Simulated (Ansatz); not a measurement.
Correlation energies of C2H4BN, SMILES `CB1C=N1` by basis set

```xyz
8

C    -1.172   -0.188   -0.332
B     0.285    0.143    0.050
C     1.667   -0.006    0.448
N     1.220    1.206    0.297
H    -1.273   -1.156   -0.825
H    -1.618    0.586   -0.960
H    -1.767   -0.235    0.588
H     2.658   -0.350    0.734
```

The species carries charge 0 and has multiplicity 1. The geometry is a stationary point of PBE0-D4/def2-TZVP. Frozen core, restricted reference, Ansatz 0.2.0. CBS rows extrapolate triple and quadruple zeta; past MP2 they add the triple-zeta difference.

```csv
basis,HF (Eh),MP2 corr.,CCSD corr.,(T),CCSD(T) total
def2-SVP,-157.05286,-0.49933,-0.53220,-0.01974,-157.60480
def2-TZVPP,-157.23006,-0.60690,-0.63279,-0.02934,-157.89219
def2-QZVPP,-157.23719,-0.64696,–,–,–
CBS(def2),-157.23817,-0.67664,-0.70253,as TZ,-157.97004
```
